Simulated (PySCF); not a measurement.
BiCl₂, charge +1, singlet, geometry from GFN2-xTB (such geometries of metal compounds can be far from the true shape) (core potentials on Bi); HF/def2-SV(P) in PySCF.

The PySCF input:
```python
from pyscf import gto, scf

mol = gto.Mole()
mol.atom = '''
    Bi    0.310976   -0.028722    0.362210
    Cl    0.558682    0.400373   -1.989456
    Cl   -2.076977   -0.260142    0.221021
'''
mol.basis = 'def2-sv(p)'
mol.ecp = {'Bi': 'def2-sv(p)'}
mol.charge = 1
mol.spin = 0
mol.verbose = 4
mol.build()

mf = scf.RHF(mol)
mf.kernel()
mf.analyze()
```

It wrote (shortened):

```
PySCF version 2.14.0

[INPUT] verbose = 4
[INPUT] num. atoms = 3
[INPUT] num. electrons = 56
[INPUT] charge = 1
[INPUT] spin (= nelec alpha-beta = 2S) = 0
[INPUT] symmetry False subgroup None
[INPUT] Mole.unit = angstrom
[INPUT] Symbol           X                Y                Z      unit          X                Y                Z       unit  Magmom
[INPUT]  1 Bi     0.310976000000  -0.028722000000   0.362210000000 AA    0.587659471313  -0.054276713750   0.684477699579 Bohr   0.0
[INPUT]  2 Cl     0.558682000000   0.400373000000  -1.989456000000 AA    1.055755970724   0.756595317670  -3.759526976873 Bohr   0.0
[INPUT]  3 Cl    -2.076977000000  -0.260142000000   0.221021000000 AA   -3.924917697021  -0.491597133497   0.417669157777 Bohr   0.0

nuclear repulsion = 215.848145097493
number of shells = 26
number of NR pGTOs = 133
number of NR cGTOs = 62
basis = def2-sv(p)
ecp = {'Bi': 'def2-sv(p)'}

******** <class 'pyscf.scf.hf.RHF'> ********
method = RHF
initial guess = minao
damping factor = 0
level_shift factor = 0
DIIS = <class 'pyscf.scf.diis.CDIIS'>
diis_start_cycle = 1
diis_space = 8
diis_damp = 0
SCF conv_tol = 1e-09
SCF conv_tol_grad = None
SCF max_cycles = 50
direct_scf = True
direct_scf_tol = 1e-13
Set gradient conv threshold to 3.16228e-05
Initial guess from minao.
init E= -1105.24705311062
  HOMO = -0.755646131994408  LUMO = -0.67764061613714  gap/eV = 2.12264
cycle= 1 E= -1131.48890183933  delta_E= -26.2  |g|= 1.47  |ddm|= 12.6
  HOMO = -0.541314508725435  LUMO = -0.161711111768611  gap/eV = 10.32953
cycle= 2 E= -1131.87643433826  delta_E= -0.388  |g|= 0.788  |ddm|=  3.4
  HOMO = -0.619461884750618  LUMO = -0.282422032074514  gap/eV = 9.17132
cycle= 3 E= -1132.03748922841  delta_E= -0.161  |g|= 0.0719  |ddm|= 1.18
  HOMO = -0.642350693013349  LUMO = -0.276953591796911  gap/eV = 9.94296
cycle= 4 E= -1132.0403097232  delta_E= -0.00282  |g|= 0.0248  |ddm|= 0.137
  HOMO = -0.639803086134895  LUMO = -0.275547714330621  gap/eV = 9.91189
cycle= 5 E= -1132.04084388728  delta_E= -0.000534  |g|= 0.00969  |ddm|= 0.0597
  HOMO = -0.639844004963088  LUMO = -0.274919153450526  gap/eV = 9.93011
cycle= 6 E= -1132.04101979798  delta_E= -0.000176  |g|= 0.00344  |ddm|= 0.0417
  HOMO = -0.639196349590191  LUMO = -0.274694586612988  gap/eV = 9.91860
cycle= 7 E= -1132.0410429865  delta_E= -2.32e-05  |g|= 0.000741  |ddm|= 0.0179
  HOMO = -0.639226237768862  LUMO = -0.274672277073961  gap/eV = 9.92002
cycle= 8 E= -1132.04104361936  delta_E= -6.33e-07  |g|= 0.000134  |ddm|= 0.0031
  HOMO = -0.63921111478758  LUMO = -0.27464510044851  gap/eV = 9.92035
cycle= 9 E= -1132.04104363213  delta_E= -1.28e-08  |g|= 3.02e-05  |ddm|= 0.000367
  HOMO = -0.639209504523615  LUMO = -0.274645806723669  gap/eV = 9.92028
cycle= 10 E= -1132.04104363315  delta_E= -1.02e-09  |g|= 6.38e-06  |ddm|= 0.000101
  HOMO = -0.639209235320332  LUMO = -0.274645553314386  gap/eV = 9.92028
cycle= 11 E= -1132.0410436332  delta_E= -4.71e-11  |g|= 1.14e-06  |ddm|= 2.4e-05
  HOMO = -0.639209206788545  LUMO = -0.274645412351816  gap/eV = 9.92029
Extra cycle  E= -1132.0410436332  delta_E= -5.23e-12  |g|= 4.83e-07  |ddm|= 2.6e-06
converged SCF energy = -1132.0410436332
**** SCF Summaries ****
Total Energy =                       -1132.041043633204481
Nuclear Repulsion Energy =             215.848145097492505
One-electron Energy =                -2060.367155640453348
Two-electron Energy =                  712.477966909756333
Two-electron Coulomb Energy =          783.468601043128388
DFT Exchange-Correlation Energy =      -70.990634133372055
HOMO-LUMO gap [eV] =                     9.920286139333756
**** MO energy ****
MO #1   energy= -105.001412115593  occ= 2
MO #2   energy= -105.001397223321  occ= 2
MO #3   energy= -10.7626327619115  occ= 2
MO #4   energy= -10.7626272576833  occ= 2
MO #5   energy= -8.23668555454526  occ= 2
MO #6   energy= -8.23668517428143  occ= 2
MO #7   energy= -8.23402431528462  occ= 2
MO #8   energy= -8.23402249986567  occ= 2
MO #9   energy= -8.23352240968319  occ= 2
MO #10  energy= -8.23351482161179  occ= 2
MO #11  energy= -7.03401119616637  occ= 2
MO #12  energy= -4.61674921783415  occ= 2
MO #13  energy= -4.61007446037486  occ= 2
MO #14  energy= -4.60702149500635  occ= 2
MO #15  energy= -1.67251572613827  occ= 2
MO #16  energy= -1.66819583176289  occ= 2
MO #17  energy= -1.66678011979241  occ= 2
MO #18  energy= -1.66486229226812  occ= 2
MO #19  energy= -1.65754145724521  occ= 2
MO #20  energy= -1.29928203730966  occ= 2
MO #21  energy= -1.26219321430262  occ= 2
MO #22  energy= -0.988895070887672 occ= 2
MO #23  energy= -0.714029863340022 occ= 2
MO #24  energy= -0.699340969881667 occ= 2
MO #25  energy= -0.677781912258407 occ= 2
MO #26  energy= -0.649319874004686 occ= 2
MO #27  energy= -0.641283350496044 occ= 2
MO #28  energy= -0.639209206788545 occ= 2
MO #29  energy= -0.274645412351816 occ= 0
MO #30  energy= -0.170672033183565 occ= 0
MO #31  energy= -0.153727624885222 occ= 0
MO #32  energy= 0.103713269925942  occ= 0
MO #33  energy= 0.155300316722431  occ= 0
MO #34  energy= 0.158734518119307  occ= 0
MO #35  energy= 0.166617471148855  occ= 0
MO #36  energy= 0.22240881950725   occ= 0

WARN: System has nonzero charge 1; the dipole moment is origin-dependent.
Location of origin: [0. 0. 0.]

Dipole moment(X, Y, Z, Debye):  2.81024, -0.25956,  3.27324
```
